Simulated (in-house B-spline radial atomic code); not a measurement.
# LC-wPBE excitations of C V (C4+)

Method: LC-wPBE. Computed with an all-electron radial atomic-structure program (B-spline basis): linear response of the closed shell 1s2 with the functional's adiabatic kernel; scalar-relativistic (spin-free one-electron X2C), finite nucleus, no spin-orbit coupling, no double excitations, S, P, D and F terms only.

Command:
```bash
python run_td.py task.json out
```
Settings (radii: box in bohr, nucleus in fm):
```
Z                        6
electrons                2
configuration            1s2
hamiltonian              x2c
method                   lc_wpbe
box_radius               19.1
rms_radius               2.4702
intervals                74
```

Cost of the run: 0.4 s on 1 thread of Arm Neoverse N1, on a shared host.

The lowest states, in the order of their Tamm-Dancoff energies; the method's threshold (minus the highest occupied level) is 363.83 eV. Labels give the largest channel, * marks a mixed state, and oscillator strengths are full-response dipole values. Semilocal kernels can invert the small singlet-triplet splittings of Rydberg terms. Energies in eV:

| state | full response | Tamm-Dancoff | oscillator strength |
| --- | --- | --- | --- |
| 1s → 2s 3S | 284.60 | 284.62 | - |
| 1s → 2s 1S | 289.32 | 289.42 | - |
| 1s → 2p 3P | 291.11 | 291.14 | - |
| 1s → 2p 1P | 294.10 | 294.13 | 0.527 |
| 1s → 3s 3S | ? | ? | - |
| 1s → 3s 1S | 328.76 | 328.79 | - |
| 1s → 3p 3P | 329.21 | 329.22 | - |
| 1s → 3p 1P | 330.09 | 330.09 | 0.13 |
| 1s → 3d 3D | 330.26 | 330.26 | - |
| 1s → 3d 1D | 330.28 | 330.28 | - |
| 1s → 4s 3S | 343.00 | 343.01 | - |
| 1s → 4f 3F | 343.46 | 343.46 | - |
| 1s → 4f 1F | ? | ? | - |
| 1s → 4s 1S | 343.57 | 343.58 | - |
| 1s → 4p 3P | 343.72 | 343.72 | - |
| 1s → 4d 3D | 344.04 | 344.04 | - |

Q: Where does 1s → 4f 1F lie?

A: At 343.46 eV in full response, 343.46 eV in Tamm-Dancoff.

Q: Where does 1s → 3s 3S lie?

A: At 327.46 eV in full response, 327.47 eV in Tamm-Dancoff.

Q: How large is the singlet-triplet splitting of 1s → 2s (S terms) in Tamm-Dancoff?

A: 4.8 eV, from the unrounded values.

Q: What polarisabilities and dispersion coefficient does the method give?

A: Dipole 0.00927 bohr³, quadrupole 0.001126 bohr⁵, C6 0.0008399 hartree·bohr⁶ for two such species.
